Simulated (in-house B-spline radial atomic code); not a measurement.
## Ionising As3+ with different functionals

Computed with a radial B-spline atomic code at the basis-set limit: four-component Dirac-Coulomb Hamiltonian, Fermi nucleus of rms radius 4.0968 fm, spin-restricted, spherical fractional occupations for the functionals. The ionisation energy is the difference of two self-consistent energies, [Ar] 3d10 4s2 → [Ar] 3d10 4s1, without Breit or QED terms; ε is the level of the shell that loses the electron (mean over j).

Hybrids are left out here: with spherical fractional occupations of an open shell their exact exchange keeps a self-interaction that integer-occupation calculations don't have.

```csv
method,rung,ΔSCF (eV),-ε(4s) (eV)
LDA VWN5,LDA,?,?
relativistic LDA,LDA,51.06,44.81
LDA PW92,LDA,51.11,44.85
LDA exchange-only,LDA,49.69,43.43
PBE,GGA,50.65,44.43
PBEsol,GGA,50.63,44.46
BLYP,GGA,?,?
RPBE,GGA,50.39,44.22
PW91,GGA,50.77,44.56
BP86,GGA,50.85,44.65
AM05,GGA,50.59,44.41
OLYP,GGA,50.11,44.00
```

Task: What does LDA VWN5 give?

Result: ΔSCF 51.11 eV, and -ε(4s) = 44.86 eV.

Task: What does BLYP give?

Result: ΔSCF 50.84 eV, and -ε(4s) = 44.54 eV.

Task: How do they compare with the NIST value?

Result: NIST lists 50.15 eV ± 0.06 (measured, ground level to ground level). Errors run from -0.46 to +0.96 eV; OLYP is closest (-0.04 eV), but part of that can be cancellation, since the calculations leave out Breit-QED terms, spin polarisation.
